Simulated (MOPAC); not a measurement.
Input for MOPAC: AM1 on HISn (SMILES [SnH][I]), a point of a bond scan (R = 4.101 Å).

```
AM1 1SCF PRECISE CHARGE=0 THREADS=1
HISn

Sn     0.45232825 1     0.91499533 1     0.96539677 1
H      1.09163574 1     3.81731289 1    -1.86085510 1
I     -0.44050378 1    -0.90427621 1    -0.90578170 1
```

The log:

```
*******************************************************************************
 **                                                                           **
 **                              MOPAC v23.2.5                                **
 **                                                                           **
 *******************************************************************************
 ** MOPAC's Digital Object Identifier: https://doi.org/10.5281/zenodo.6511958 **
 **                                                                           **
 ** Please cite the open-source release paper for use of this MOPAC version:  **
 ** J. E. Moussa and J. J. P. Stewart (2026)                                  **
 ** MOPAC: An open-source semiempirical molecular orbital program             **
 ** J. Open Source Softw., 11(119), 8025, https://doi.org/10.21105/joss.08025 **
 *******************************************************************************

                              AM1 CALCULATION RESULTS

 *******************************************************************************
 *  AM1        - The AM1 Hamiltonian to be used
 *
 *
 *
 *                 CHARGE ON SYSTEM = 0
 *
 *
 *
 *  PRECISE    - TIGHTER CRITERIA TO BE USED
 *  1SCF       - DO 1 SCF AND THEN STOP
 *  THREADS=1  - MULTI-THREADING NOT USED
 *  T=         - A TIME OF 172800.0 SECONDS REQUESTED
 *  DUMP=N     - RESTART FILE WRITTEN EVERY 7200.0 SECONDS REQUESTED
 *******************************************************************************
AM1 1SCF PRECISE CHARGE=0 THREADS=1
 HISn

   ATOM   CHEMICAL          X               Y               Z
  NUMBER   SYMBOL      (ANGSTROMS)     (ANGSTROMS)     (ANGSTROMS)

     1      Sn          0.45232825  *   0.91499533  *   0.96539677  *
     2       H          1.09163574  *   3.81731289  *  -1.86085510  *
     3       I         -0.44050378  *  -0.90427621  *  -0.90578170  *



          CARTESIAN COORDINATES

    NO.       ATOM           X           Y           Z

     1        Sn          0.4523      0.9150      0.9654
     2         H          1.0916      3.8173     -1.8609
     3         I         -0.4405     -0.9043     -0.9058

  H: (AM1): M.J.S. DEWAR ET AL, J. AM. CHEM. SOC. 107 3902-3909 (1985)
 Sn: (AM1): J. J. P. STEWART, J. MOL. MOD., 10, 155-164 (2004)
  I: (AM1): M.J.S. DEWAR AND E. G. ZOEBISCH, THEOCHEM, 180, 1 (1988).

           Empirical Formula: H Sn I  =     3 atoms



      MOLECULAR POINT GROUP   :   Cs


      RHF CALCULATION, NO. OF DOUBLY OCCUPIED LEVELS = 6


 -------------------------------------------------------------------------------
 AM1 1SCF PRECISE CHARGE=0 THREADS=1
 HISn



     1SCF WAS SPECIFIED, SO BFGS WAS NOT USED
     SCF FIELD WAS ACHIEVED


                              AM1 CALCULATION
                                                       MOPAC v23.2.5 Linux




          FINAL HEAT OF FORMATION =        148.27887 KCAL/MOL =     620.39878 KJ/MOL


          COSMO AREA              =        133.05 SQUARE ANGSTROMS
          COSMO VOLUME            =        119.76 CUBIC ANGSTROMS

          IONIZATION POTENTIAL    =          6.206519 EV
          HOMO LUMO ENERGIES (EV) =         -6.207 -3.273
          NO. OF FILLED LEVELS    =          6
          MOLECULAR WEIGHT        =        246.6024         POINT GROUP:  Cs

          MOLECULAR DIMENSIONS (Angstroms)

            Atom       Atom       Distance
            I     3    H     2     5.05500
           Sn     1    I     3     2.23508
            I     3    H     2     0.00000


          SCF CALCULATIONS        =          1





   ATOM   CHEMICAL          X               Y               Z
  NUMBER   SYMBOL      (ANGSTROMS)     (ANGSTROMS)     (ANGSTROMS)

     1      Sn          0.45232825  *   0.91499533  *   0.96539677  *
     2       H          1.09163574  *   3.81731289  *  -1.86085510  *
     3       I         -0.44050378  *  -0.90427621  *  -0.90578170  *

                             CARTESIAN COORDINATES

   1   Sn        0.452328250     0.914995330     0.965396770
   2    H        1.091635740     3.817312890    -1.860855100
   3    I       -0.440503780    -0.904276210    -0.905781700


           Empirical Formula: H Sn I  =     3 atoms



      MOLECULAR POINT GROUP   :   Cs


                  EIGENVALUES
 -29.65744 -16.71212 -10.59948 -10.45769 -10.33309  -6.20652  -3.27339  -2.12959
  -1.79822


              NET ATOMIC CHARGES AND DIPOLE CONTRIBUTIONS

  ATOM NO.   TYPE          CHARGE      No. of ELECS.   s-Pop       p-Pop
    1         Sn           0.321016        3.6790     1.98994     1.68904
    2          H          -0.156571        1.1566     1.15657
    3          I          -0.164444        7.1644     1.97566     5.18879
 DIPOLE           X         Y         Z       TOTAL
 POINT-CHG.     0.224    -0.746     3.603     3.687
 HYBRID         0.012     0.207    -0.453     0.498
 SUM            0.236    -0.539     3.150     3.205


          ATOMIC ORBITAL ELECTRON POPULATIONS

     Atom    s        px        py        pz
    1 Sn   1.98994   0.23350   0.68418   0.77136
    2  H   1.15657
    3  I   1.97566   1.78462   1.69753   1.70664

 **********************
 *                    *
 * JOB ENDED NORMALLY *
 *                    *
 **********************




 == MOPAC DONE ==
```

The run finished.

Cost: very roughly 0.05 core-seconds.
